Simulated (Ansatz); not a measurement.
Ideal-gas functions of AsH3O2 (`O[AsH]O`) at 500 K and 1 bar, from an Ansatz frequency run at PBE0-D4/def2-TZVP.

Molar mass 109.94 g/mol, point group Cs (symmetry number 1), electronic degeneracy 1, moments of inertia 34.362, 71.087, 98.018 u Å². Harmonic wavenumbers (cm⁻¹, unscaled): 249, 269, 363, 670, 689, 789, 860, 1032, 1064, 2212, 3877, 3879.

Use S(trans) = R[1.5 ln M + 2.5 ln T − 1.1517]; rotational temperatures θ = 24.2544 K / I; S(rot) = R[ln(√π/σ · √(T³/θAθBθC)) + 1.5]; for each mode x = 1.438777 ν̃/T, S = R[x/(eˣ − 1) − ln(1 − e⁻ˣ)] and H = RT x/(eˣ − 1); 1 cm⁻¹ = 0.0119627 kJ/mol; R = 8.31446 J/(mol·K).

By hand: the entropy, in J/(mol·K).

Translation 178.2. Rotation: θ = 0.7058, 0.3412, 0.2474 K, giving 106.5. Vibration, mode by mode: 11.26, 10.65, 8.32, 4.04, 3.86, 3.08, 2.62, 1.77, 1.65, 0.11, 0.00, 0.00, in all 47.4. Electronic 0.0. Sum 332.1 J/(mol·K).

By hand: H − E and G − E in kJ/mol, counted from the electronic energy.

Zero-point energy ½ × 15953 × 0.0119627 = 95.4; thermal vibration 14.0; translation, rotation and pV give 4 RT = 16.6. H − E = 126.0 kJ/mol, and G − E = 126.0 − 500 × 332.1/1000 = -40.0 kJ/mol.

Vibration gives 14 % of the entropy. The sum counts one conformer and one mirror image; others add a mixing term.
